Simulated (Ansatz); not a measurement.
Molecule: CH₃F₂Ge, net charge 0, doublet state. It need not be the lowest isomer of its formula. 
Structure (B3LYP-D3(BJ)/def2-TZVP (Ansatz, an electronic-structure program) minimum search):
```xyz
7

C     -1.8273    -0.1287     0.2129
Ge     0.0813     0.0188    -0.3353
F      0.9115    -1.3325     0.4169
F      0.7317     1.4027     0.5266
H     -1.8094    -0.1712     1.3021
H     -2.2502    -1.0385    -0.2058
H     -2.3677     0.7485    -0.1342
```
Charge 0, spin multiplicity 2.

Basis-set convergence of Hartree-Fock and MP2 correlation energies (hartree) with Ansatz. Correlated levels leave the core frozen unless marked. Open shells are spin-unrestricted. No spin-orbit coupling. Frozen are the shells of the preceding noble gas and the d and f shells that filled before the atom's block. Non-relativistic.

```json
[
 {"basis": "cc-pVDZ", "functions": "84", "E(HF)": "-2313.88589", "E(corr, MP2)": "-0.59712"},
 {"basis": "cc-pVTZ", "functions": "175", "E(HF)": "-2314.05038", "E(corr, MP2)": "-0.78057"},
 {"basis": "cc-pVQZ", "functions": "323", "E(HF)": "-2314.07682", "E(corr, MP2)": "-0.84705"}
]
```

Extrapolating the two largest sets (X = 3 and 4) as X^-3: E(corr) = (64·(-0.84705) - 27·(-0.78057))/37 = -0.8956 Eh, an estimate of the basis-set limit. The largest set recovers 94.6 % of it, the smallest 66.7 %.
